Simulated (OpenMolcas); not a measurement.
**Pd2+: the spin-orbit constant, worked from levels**

* Program: OpenMolcas 26.06
* Basis: ANO-RCC-VTZP [7s6p4d2f1g]
* Scalar Hamiltonian: DKH2, point nucleus
* Active space: 8 electrons in 5 orbitals (4d)
* State averaging: 2S+1 = 3 even, 10 roots; 2S+1 = 1 even, 15 roots
* Spin-orbit coupling: state interaction with AMFI integrals over the reference wave functions, term energies averaged over their components

Methods: CASSCF; SS-CASPT2, IPEA 0.25 Eh, imaginary shift 0.1 Eh (closed shells correlated: 4s 4p). Measured levels: Moore, Atomic Energy Levels, vol. III, NSRDS-NBS 35 (1971 reprint of NBS Circular 467, 1958).

**The spin-orbit constant.** For the Hund term ³F of d8, E(J) = (A/2) J(J+1) + constant and ζ = -2S·A = -2A. From J = 2 to J = 4 the energy changes by 7 A.

| Source | E(4) - E(2) | A | ζ |
| --- | --- | --- | --- |
| CASSCF | -4805.5 | -686.5 | 1373 |
| SS-CASPT2 | -4564.0 | -652.0 | 1304 |
| measured | -4687.3 | -669.6 | 1339 |

All in cm-1. SS-CASPT2 is off by -2.6 % and CASSCF by +2.5 %. Both methods take the spin-orbit matrix elements from the reference wave functions, so the second can move ζ only through the term energies and any multistate remixing. Second-order mixing with other terms is absorbed into this ζ.

Term energies are means over components that CASPT2 splits; among the terms shown or strongly mixed into the levels shown the widest spread is 800 cm-1 (4d⁸ ³F, SS-CASPT2). Levels of configurations with an s electron are missing; early in the row they begin among the upper levels of the d shell and mix with terms of their name. Without dynamic correlation excited terms often stand tens of per cent too high (terms of higher spin than the ground term too low), and those without a measured partner can miss by more than the paired ones (holds for CASSCF). Computed and measured levels are paired by configuration, term and J; levels that our copy of the source lacks, or whose pairing is in doubt (as where it misses far off the trend of its configuration), stay unpaired and out of the deviations. Levels of configurations outside the active space are missing.
